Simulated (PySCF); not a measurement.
r2SCAN on La (lanthanum, neutral), [Xe] 4f1 5d1 6s1, one real determinant (an excited configuration). Calculation: PySCF 2.14, in cc-pVDZ-X2C (8s7p5d3f1g, 84 functions); the spin-free X2C one-electron Hamiltonian (Gaussian nucleus).

```
cycle= 3 E= -8492.40744706616  delta_E= -0.000593  |g|= 0.0144  |ddm|= 0.0729
cycle= 4 E= -8492.40752734015  delta_E= -8.03e-05  |g|= 0.000682  |ddm|= 0.0287
cycle= 5 E= -8492.40752767741  delta_E= -3.37e-07  |g|= 0.000131  |ddm|= 0.00621
cycle= 6 E= -8492.40752772596  delta_E= -4.85e-08  |g|= 5.91e-05  |ddm|= 0.00113
cycle= 7 E= -8492.40752777881  delta_E= -5.28e-08  |g|= 5.83e-05  |ddm|= 0.00121
cycle= 8 E= -8492.40752785263  delta_E= -7.38e-08  |g|= 5.7e-05  |ddm|= 0.00171
cycle= 9 E= -8492.40752836913  delta_E= -5.16e-07  |g|= 5.47e-05  |ddm|= 0.0136
cycle= 10 E= -8492.40752841218  delta_E= -4.31e-08  |g|= 4.69e-05  |ddm|= 0.00125
cycle= 11 E= -8492.40752875927  delta_E= -3.47e-07  |g|= 4.44e-05  |ddm|= 0.0147
cycle= 12 E= -8492.4075287591  delta_E= 1.64e-10  |g|= 4.09e-05  |ddm|= 0.00435
cycle= 13 E= -8492.40752876665  delta_E= -7.55e-09  |g|= 4.02e-05  |ddm|= 0.000537
cycle= 14 E= -8492.4075288348  delta_E= -6.81e-08  |g|= 5.52e-06  |ddm|= 0.00856
cycle= 15 E= -8492.40752883427  delta_E= 5.24e-10  |g|= 6.06e-06  |ddm|= 0.000357
converged SCF energy = -8492.40752883427  <S^2> = 3.7524452  2S+1 = 4.0012224
```

Highest occupied orbital energy: 1.016 eV; ⟨L²⟩ = 18.02; populations by l: s 11.00, p 24.00, d 21.00, f 1.00.

(1) Can this result be used?

Results:

(1) Not for this state. Self-consistency was reached. ⟨L²⟩ = 18.02 against 30 for a pure H term, so this real determinant mixes terms. Spin-orbit coupling, absent here, splits the open shell strongly. At r2SCAN the highest occupied level has a positive energy, so only the finite basis holds that electron; for this excited configuration the basis is too tight for the outer shell.
